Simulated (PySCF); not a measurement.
## Static response to an electric field

C5H7F3O.
Cartesian coordinates in Å at the GFN2-xTB level; atoms count from 1:
```
atom  x, y, z in Å
C1     2.5319   -0.7277    0.4962
C2     1.1296   -0.3994    0.1059
C3     0.7381    0.8358   -0.1534
O4    -0.5111    1.2997   -0.5354
C5    -1.5994    0.4867   -0.5227
F6    -2.5780    1.1727   -1.1524
F7    -1.4141   -0.6325   -1.2712
C8    -2.0677    0.1124    0.8956
F9    -3.0692   -0.8065    0.8451
H10    2.5473   -1.2037    1.4759
H11    2.9604   -1.4295   -0.2172
H12    3.1498    0.1649    0.5274
H13    0.4587   -1.2425    0.0344
H14    1.4069    1.6824   -0.1166
H15   -1.2392   -0.3189    1.4642
H16   -2.4518    1.0152    1.3804
```

Level: B3LYP/def2-SVPD (PySCF), static field, nuclei fixed, core orbitals frozen in the response. The polarisability tensor in these axes (au):

```
x   80.98 -7.08  3.82
y   -7.08 67.69 -3.63
z    3.82 -3.63 57.42
```

Q: What are the eigenvalues, a third of the trace, and Δα (Δα² = ½Σ(αi − αj)² over the three pairs)?

A: Principal values 56.15, 64.99 and 84.94 au; mean 68.69 au = 10.18 Å³ = 11.33 × 10⁻⁴⁰ C²·m²/J; Δα = 25.54 au (37 % of the mean).

Q: What is the dipole moment, and where does it point?

A: (2.93, 0.27, 2.22) D, 3.68 D in size, pointing from the negative to the positive side. Measured along this direction, the outermost atoms are F6 at the negative end and H12 and H10 at the positive end.

Q: Estimate the molar refractivity from the static electronic polarisability.

A: Lorentz–Lorenz: R = (4π/3)N_A α = 2.5225 cm³/(mol·Å³) × 10.18 Å³ = 25.7 cm³/mol, in the limit of long wavelengths.

Q: Rayleigh depolarisation ratio (linearly polarised light, static tensor)?

A: ρ = 3Δα²/(45ᾱ² + 4Δα²) = 1956.7/(212355 + 2608.9) = 0.0091.

Q: How large is μ²/3kT at 500 K beside α?

A: In Gaussian units μ²/3kT = 65.54 Å³ against 10.18 Å³, a ratio of 6.44; the Debye molar polarisation (4π/3)N_A(α + μ²/3kT) is 191.0 cm³/mol, leaving out the vibrational part.

Q: Along which axes do the principal values lie, and how far do the nuclei extend along each?

A: Largest value along (0.90, -0.41, 0.18), where the nuclei span 6.19 Å; middle along (0.44, 0.88, -0.20), 4.33 Å; least along (-0.07, 0.26, 0.96), 3.06 Å. The response follows the extents in order.

Q: What would n − 1 = 2πNα be for an ideal gas of these molecules at 298.15 K and 1 atm, electronic part alone?

A: N = p/kT = 2.4615 × 10¹⁹ cm⁻³, so n − 1 = 2π × N × 10.18 × 10⁻²⁴ cm³ = 1574 × 10⁻⁶ at long wavelengths, for an ideal gas.

One conformer (not necessarily the lowest) at the GFN2-xTB geometry, without solvent, vibrations or thermal averaging.
